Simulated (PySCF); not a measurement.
# Reading the logs of faulty runs: B2H4NSi anion

Calculated results; nothing here was measured. The program is PySCF 2.14.0, an open-source quantum chemistry code, run on an isolated molecule that a program drew, which may never have been made. The molecule is B2H4NSi anion (charge -1, singlet), drawn as the SMILES string `BB=N[SiH2-]`.

Each row is a Hartree-Fock (HF) and frozen-core CCSD(T) single point in the aug-cc-pV(D+d)Z basis, meant for a local HF minimum. Run 1 is clean. Each other run has one planted mistake out of seven kinds, and not every kind appears here: one electron removed, one electron added, multiplicity raised by two, geometry at a saddle point, minimal basis STO-3G, one bond length entered in bohr, all coordinates scaled. The reference is restricted for singlets and unrestricted otherwise, and also for a bond in bohr. Adding or removing an electron swaps singlet and doublet. Electrons count all cores. HOMO and LUMO are orbital energies over both spins, the gradient is its largest component, and the lowest frequency (negative if imaginary) is given only where the gradient is small. Bond lengths are over the 7 bonds as drawn. T1 is the CCSD diagnostic: over 0.02 (restricted) or 0.045 (unrestricted) a single reference is doubtful.

Geometry of the clean run:
```xyz
8
B2H4NSi anion, angstrom
B    -1.2927   -2.8429    1.9415
B    -0.6635   -1.6457    0.9675
N    -0.1810   -0.7559    0.2488
Si    0.2798    0.5674   -0.8962
H    -1.7427   -2.6041    3.0317
H    -1.3170   -3.9955    1.5965
H     1.5158   -0.0764   -1.5360
H     1.0414    1.4803    0.0724
```

```
run,electrons,basis functions,<S^2>,HOMO (eV),LUMO (eV),gradient (hartree/bohr),lowest frequency (cm^-1),mean bond (Å),longest bond (Å),T1,HF (hartree),CCSD(T) (hartree),mistake
1,36,137,0.000,-1.80,3.00,2.4e-05,114,1.4559,1.810,0.0352,-395.07377,-395.59827,no fault
2,35,137,0.759,-9.61,0.03,5.4e-02,-,1.4559,1.810,0.0191,-395.05139,-395.52751,one electron removed
3,36,137,2.018,-1.18,3.10,9.2e-02,-,1.4559,1.810,0.0198,-395.06082,-395.55872,multiplicity raised by two
4,36,137,0.837,-1.92,3.14,3.2e-02,-,1.6089,2.274,0.0808,-394.95835,-395.49000,?
```

**Which mistake was planted in run 4, and what did it cost?**

The mean bond changes by a factor of 1.105 and the longest by 1.256, so the molecule wasn't scaled as a whole. A length L in bohr read as angstrom grows by (1/0.5292 - 1) L = 0.890 L. The 7 bonds together grew by 7 x 0.1530 = 1.071 Å, which gives L = 1.204 Å. That is the length of one of the B-H bonds, 1.203 Å in the clean geometry. So the mistake is: one bond length entered in bohr. Subtracting run 1 and multiplying by 627.51 kcal/mol a hartree, the energy moved by 72.4 kcal/mol in HF and 67.9 kcal/mol in CCSD(T).

Cautions from the logs. Run 1: T1 is over the limit, so its CCSD(T) energy is less reliable; run 4: T1 is over the limit, so its CCSD(T) energy is less reliable.
